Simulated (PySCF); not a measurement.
Hf(OH)(NH2)3 (H7HfN3O), SMILES [Hf]([NH2])([NH2])([OH])[NH2], multiplicity 1. Geometry optimised at r2SCAN-D4/def2-SVP. The spin state was assumed, not searched. The structure was generated by enumeration; whether it is a known compound was not checked. The def2 effective core potentials stand for the cores of Hf; spin–orbit coupling is left out. Other conformers were not sampled.

Computed equilibrium geometry at r2SCAN-D4/def2-SVP (PySCF confirms it by a frequency run) as Cartesian coordinates in Å, and its point group (one conformer of several):
point group C3.
```xyz
12

Hf     0.0000     0.0000    -0.0328
O      0.0000     0.0000    -1.9784
H      0.0000     0.0000    -2.9345
N     -0.4674     1.8422     0.7410
H     -1.1278     2.0292     1.4939
H     -0.1719     2.7413     0.3607
N      1.8291    -0.5163     0.7410
H      2.4600    -1.2218     0.3607
H      2.3212    -0.0379     1.4939
N     -1.3617    -1.3259     0.7410
H     -2.2881    -1.5195     0.3607
H     -1.1934    -1.9913     1.4939
```
